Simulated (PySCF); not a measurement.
# Induced dipoles and field energies

C₃H₅B.
Geometry (PBE0-D3(BJ)/def2-SVP, Å), atoms numbered from 1 in this order:
```
atom  x, y, z in Å
B1     2.3464   -0.0740    0.0758
C2     0.8461   -0.0594    0.0198
C3    -0.3772   -0.0485   -0.0274
C4    -1.8241   -0.0333   -0.0770
H5     2.9771   -0.7861   -0.6698
H6     2.9349    0.6259    0.8662
H7    -2.2399   -0.4222    0.8664
H8    -2.1970    0.9965   -0.1957
H9    -2.2174   -0.6443   -0.9041
```

Level: wB97X-D/def2-SVPD (PySCF); nuclei fixed, core orbitals frozen in the response. Permanent dipole (-2.158, 0.040, -0.038) D (1 au = 2.5417 D). Static polarisability (au):

```
x   84.10 -0.57  1.55
y   -0.57 38.85  1.88
z    1.55  1.88 39.22
```

Only the terms in μ and α are kept: μ(F) = μ + αF and ΔE = −μ·F − ½ F·αF.

(1) Apply 0.008 au along ±x, ±y and ±z in turn. Tabulate induced and total dipoles and both energy terms.

(2) For the field (0.0032, -0.0016, 0.0064) au, what is the induced dipole, and what angle does it make with the field?

(3) At what field along the permanent dipole would the induced dipole along it equal the permanent one, in this linear picture?

(4) What field makes μF equal to kT at 298 K?

(5) Induction energy −ᾱe²/2R⁴ of a unit charge at 10 Å, the molecule taken as a point?

## Answers

(1) 
| field along | induced x (D) | induced y (D) | induced z (D) | total size (D) | −μ·F (kJ/mol) | −½F·αF (kJ/mol) |
| --- | --- | --- | --- | --- | --- | --- |
| +x | 1.710 | -0.012 | 0.032 | 0.449 | +17.833 | -7.066 |
| −x | -1.710 | 0.012 | -0.032 | 3.869 | -17.833 | -7.066 |
| +y | -0.012 | 0.790 | 0.038 | 2.323 | -0.331 | -3.264 |
| −y | 0.012 | -0.790 | -0.038 | 2.275 | +0.331 | -3.264 |
| +z | 0.032 | 0.038 | 0.797 | 2.259 | +0.314 | -3.295 |
| −z | -0.032 | -0.038 | -0.797 | 2.344 | -0.314 | -3.295 |

(2) αF = (0.712, -0.132, 0.643) D, at 21.5° to the field. The polarisability along this direction, F·αF/F², is 48.32 au, against a mean of 54.06 au.

(3) The polarisability along the dipole is 84.14 au, so F = 0.8493 au / 84.14 au = 0.0101 au = 0.52 V/Å; higher-order terms are ignored.

(4) kT = 0.9437 × 10⁻³ Eh, so F = 0.00111 au = 5.71 MV/cm.

(5) R = 18.90 bohr, so the energy is −54.1/(2 × 18.90⁴) Eh = -0.557 kJ/mol. The charge–dipole term at its most favourable orientation, −μe/R², is -6.24 kJ/mol.

Isolated species at its PBE0-D3(BJ)/def2-SVP geometry, gas phase.

wB97X-D is run here without its empirical dispersion term; that term would change no orbital, density or response property at a fixed geometry.
